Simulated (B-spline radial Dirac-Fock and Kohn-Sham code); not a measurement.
**Kohn-Sham estimates against Dirac-Fock for the levels of Dy⁵⁴⁺**

System: dysprosium as Dy⁵⁴⁺, [Ne] 3s2.

The density-functional columns are spherical, spin-unpolarised Dirac-Kohn-Sham results without Breit or QED terms: −ε is minus the orbital energy of the initial state and ΔSCF the difference of two total energies. The reference in the last column comes from relaxed Dirac-Fock hole states (ΔSCF) with Breit and QED corrections and a finite nucleus. All numbers are from a radial atomic solver, in eV; a selection of levels is shown. The Kohn-Sham columns are given as differences from the reference. For the 1s level of heavy atoms much of the gap between ΔSCF and the reference is the Breit and QED part, -235.4 eV here; for other levels the error of the functional can be larger.

| level | LDA −ε − DF | LDA ΔSCF − DF | Dirac-Fock |
| --- | --- | --- | --- |
| 1s | -302.8 | +228.1 | 58026.5 |
| 2s | -171.1 | -39.9 | 13026.6 |
| 2p1/2 | -120.1 | +38.3 | 12604.9 |
| 2p3/2 | -127.8 | +17.4 | 11785.5 |
| 3s | -33.8 | +19.0 | 5296.2 |

For the outermost level NIST gives 5296 ± 5 eV (theoretical); the differences from it are LDA −ε -33.63, LDA ΔSCF +19.16, Dirac-Fock +0.15 eV.

Values without a named source are computed, but for edge energies of neutral atoms, which are taken from tables.
